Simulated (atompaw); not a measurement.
What the settings do to the PAW (atompaw) potential of vanadium

Base potential:

| Quantity | Value |
| --- | --- |
| Element | vanadium (V) |
| Generator | atompaw 4.2.0.5 |
| Type | PAW |
| Functional | PBEsol |
| Relativity | scalar-relativistic |
| Frozen core | [Ar] |
| Valence charge | 5 |
| Reference configuration | 3d4 4s1 4p0 |
| Partial waves | 4s (bound): rc 3.00 bohr; 4s channel at 0.5 Ry: rc 3.00 bohr; 4p (bound, empty): rc 3.00 bohr; 4p channel at 1.55 Ry: rc 3.00 bohr; 3d (bound): rc 1.90 bohr; 3d channel at 1.55 Ry: rc 1.90 bohr |
| Local potential | ultrasoft scheme with l = 3 at 0 Ry, radius 2.55 bohr |
| Core correction | smooth core density matched at 1.90 bohr |
| Augmentation charge | besselshape compensation charge, radius 2.65 bohr; PAW radius 3.00 bohr; waves and projectors: custom rrkj gramschmidtortho |

All-electron outer shells of the reference configuration (PBEsol, scalar-relativistic, ld1.x):

```tsv
shell	level (eV)	outermost node (bohr)	outermost maximum (bohr)
3s	-66.37	0.38	0.82
3p	-40.43	0.35	0.85
4s	-3.88	1.18	2.90
3d	-2.44	–	0.92
4p	-1.02	1.33	4.01
```

Cutoffs, loose and tight: the cutoffs (Ry, on a coarse ladder) from which the occupation-weighted sum of valence levels, in a spherical-Bessel basis at the reference potential, stays within 10 and 1 mRy of its value at 400 Ry. They see the waves, projectors and local potential, not the compensation charge or the core. A dash means not determined.

A true bound ghost makes a file unfit for plane-wave use even where its test errors are small: the radial tests pick states by their node count and pass the ghost by.

```csv
change,outcome,"cutoff, loose","cutoff, tight",bound ghosts
base,generated,25 Ry,40 Ry,none
"local potential ultrasoft scheme with l = 3 at 0 Ry, radius 1.30 bohr",generated,25 Ry,40 Ry,s
"local potential ultrasoft scheme with l = 3 at 0 Ry, radius 1.50 bohr",generated,25 Ry,40 Ry,s
"local potential ultrasoft scheme with l = 3 at 0 Ry, radius 1.66 bohr",generated,25 Ry,40 Ry,s
"local potential ultrasoft scheme with l = 3 at 0 Ry, radius 1.82 bohr",generated,25 Ry,40 Ry,none
"local potential ultrasoft scheme with l = 3 at 0 Ry, radius 2.16 bohr",generated,25 Ry,40 Ry,none
"local potential ultrasoft scheme with l = 3 at 0 Ry, radius 2.38 bohr",generated,25 Ry,40 Ry,none
"local potential ultrasoft scheme with l = 3 at 0 Ry, radius 2.56 bohr",generated,25 Ry,40 Ry,none
"local potential ultrasoft scheme with l = 3 at 0 Ry, radius 2.70 bohr",generated,25 Ry,40 Ry,none
"local potential ultrasoft scheme with l = 3 at 0 Ry, radius 2.96 bohr",generated,25 Ry,40 Ry,none
```

Q: What comes out with this change to the base: local potential ultrasoft scheme with l = 3 at 0 Ry, radius 2.02 bohr?

A: outcome: generated; cutoff, loose: 30 Ry; cutoff, tight: 40 Ry; bound ghosts: none.

Reading the sweep of the r_vloc (base included, trends over the rows without a ghost): The loose cutoff stays near 25 Ry. Bound ghosts are found at 1.3, 1.5, 1.66 bohr.
